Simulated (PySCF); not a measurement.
## Structure elucidation problem

An unknown has the formula C₄H₁₁NOSi₃. Its calculated NMR data are:

1H NMR (500 MHz, computed): δ 5.15 (br, 1H), 4.69 (m, 1H), 4.64 (br, 1H), 3.70 (m, 3H), 3.37 (m, 1H), 3.21 (m, 1H), 0.40 (d, 3H).

13C{1H} NMR (computed): δ 154.2 (C), 109.9 (C), 95.5 (C), -0.7 (CH3).

No solvent model, non-relativistic, one averaged value for each set of equivalent atoms, one conformer. Structure optimised with GFN2-xTB; σ from GIAO-PBE0/pcSseg-1; PySCF.

Referencing at the same level of theory: 1H (σref 31.72), 13C (σref 186.93) vs TMS.

**Question.** Which candidate is it?
A. COC[Si]1(C#N)[SiH2]C[SiH2]1
B. C=C1C=CO[Si@@H]1N([SiH3])[SiH3]
C. C[Si@H](C#CC(N)=O)[SiH2][SiH3]

**Answer.** C. 

- The formula gives 3 degrees of unsaturation (no ring in the answer).
- 4 carbon signals for 4 carbons: no two carbons are equivalent.
- Carbon types of the structure: 3 × C, 1 × CH3, leaving 8 H on heteroatoms.
- δC 154.2: amide carbonyl carbon; it is a carbonyl in resonance with an O or N lone pair, the region of acids, esters and amides.
- δC 109.9, 95.5: alkyne carbon.
- δC -0.7: methyl carbon bonded to Si; an electropositive neighbour leaves it electron-rich and shielded.
- δH 5.15, 4.64: hydrogen on an amide-type nitrogen; exchangeable, gas-phase position.
- δH 0.40: hydrogen on a methyl carbon bonded to Si; an electropositive neighbour shields it, as in TMS itself.

The others: C=C1C=CO[Si@@H]1N([SiH3])[SiH3] would give 6 signals for carbon-bound and other non-exchanging H, not 5; COC[Si]1(C#N)[SiH2]C[SiH2]1 would give 6 signals for carbon-bound and other non-exchanging H, not 5.

The OH or NH signal is concentration- and solvent-dependent in practice; the value given is the gas-phase one. Rotation about the amide-type C–N bond is slow at room temperature, so the two groups on nitrogen are listed apart. Shifts are as computed. Against solution values, carbons near 30 ppm lie about +3 ppm off and those near 130 ppm about +5 ppm. Of 1211 compounds with measured shifts, 218 miss one by over three times the rms of a fit or turn the order of signals round; such compounds aren't used in these exercises. Hydrogen bonding in solution deshields acid and N–H amide carbonyl carbons by as much as 10 ppm beyond these values. Multiplicities follow the n + 1 count of equivalent neighbours, as no J values were calculated; m marks all less simple cases, F and P coupling included.
